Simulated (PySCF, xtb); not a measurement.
C2F3O, SMILES O=[C]C(F)(F)F, multiplicity 2.

Harmonic wavenumbers (cm⁻¹) from GFN2-xTB (xtb 6.7.1) at its own minimum, in rising order: 17, 200, 366, 395, 472, 487, 610, 751, 1012, 1081, 1099, 1974.

Problem. What does r2SCAN-D4/def2-SVP (PySCF 2.14.0) give at its own minimum? (An estimate is asked for; the answer gives what the named calculation found.)

Solution. 45, 236, 402, 419, 541, 547, 675, 804, 1178, 1218, 1237, 1985. Paired by order, the mean absolute difference is 69 cm⁻¹ and the zero-point energies are 12.1 and 13.3 kcal/mol.
